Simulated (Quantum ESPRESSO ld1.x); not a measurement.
Values are calculated unless marked as measured or tabulated.
Q: Hf III, configuration [Xe] 4f13.5 5d2.5 (fractional occupations, a model configuration). Level of theory: scalar-relativistic Kohn-Sham, LDA (Slater exchange, Perdew-Zunger correlation), spin-polarised, spherical densities, point nucleus; open shells are filled with parallel spins first (ld1.x of Quantum ESPRESSO 7.5). Some entries of the table are withheld. Estimate them.

orbital,occ.,eigenvalue (hartree),<r> (bohr),<r^2> (bohr^2)
1s down,1,-2397.95,0.01900,0.0004955
1s up,1,-2397.95,0.01900,0.0004955
2s up,1,-410.740,0.08042,0.007649
2s down,1,-410.736,0.08042,0.007649
2p up,3,-360.877,0.07175,0.006288
2p down,3,-360.874,0.07175,0.006288
3s up,1,-94.1500,0.2089,0.04986
3s down,1,-94.1391,0.2088,0.04985
3p up,3,-79.2564,0.2087,0.05048
3p down,3,-79.2454,0.2087,0.05047
3d up,5,-61.5964,0.1891,0.04191
3d down,5,-61.5867,0.1890,0.04190
4s up,1,-19.5337,0.4682,0.2475
4s down,1,-19.5129,0.4682,0.2476
4p up,3,-14.6410,0.4975,0.2816
4p down,3,-14.6207,0.4975,0.2816
4d up,5,-8.31841,0.5343,0.3313
4d down,5,-8.29793,0.5343,0.3312
5s up,1,(1),1.128,1.431
5s down,1,(2),1.124,1.421
5p up,3,-1.95246,1.327,1.998
5p down,3,-1.90503,1.320,1.978
4f up,7,-1.34073,0.6645,0.5668
4f down,6.5,-1.31637,0.6615,0.5600
5d up,2.5,(3),2.041,4.878
5d down,0,(4),2.055,4.982

A: 
(1) 5s up eigenvalue (hartree): -3.12353
(2) 5s down eigenvalue (hartree): -3.08474
(3) 5d up eigenvalue (hartree): -0.67844
(4) 5d down eigenvalue (hartree): -0.61918
